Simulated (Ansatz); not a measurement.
Ideal-gas functions of BrF2Ge (`[F][Ge]([F])[Br]`) radical at 800 K and 1 bar, from an Ansatz frequency run at PBE0-D4/def2-TZVP.

Molar mass 190.51 g/mol, point group Cs (symmetry number 1), electronic degeneracy 2, moments of inertia 86.707, 321.378, 374.966 u Å². Harmonic wavenumbers (cm⁻¹, unscaled): 137, 174, 236, 307, 702, 712.

Use S(trans) = R[1.5 ln M + 2.5 ln T − 1.1517]; rotational temperatures θ = 24.2544 K / I; S(rot) = R[ln(√π/σ · √(T³/θAθBθC)) + 1.5]; for each mode x = 1.438777 ν̃/T, S = R[x/(eˣ − 1) − ln(1 − e⁻ˣ)] and H = RT x/(eˣ − 1); 1 cm⁻¹ = 0.0119627 kJ/mol; R = 8.31446 J/(mol·K).

**Question.** By hand: the entropy, in J/(mol·K).

**Answer.** Translation 194.8. Rotation: θ = 0.2797, 0.0755, 0.0647 K, giving 128.0. Vibration, mode by mode: 19.98, 18.01, 15.50, 13.36, 6.91, 6.80, in all 80.6. Electronic 5.8. Sum 409.2 J/(mol·K).

**Question.** By hand: H − E and G − E in kJ/mol, counted from the electronic energy.

**Answer.** Zero-point energy ½ × 2268 × 0.0119627 = 13.6; thermal vibration 28.4; translation, rotation and pV give 4 RT = 26.6. H − E = 68.6 kJ/mol, and G − E = 68.6 − 800 × 409.2/1000 = -258.8 kJ/mol.

Vibration gives 20 % of the entropy, 20.0 J/(mol·K) of it from the mode under 150 cm⁻¹: soft modes count most, and the harmonic formula is weakest for them.
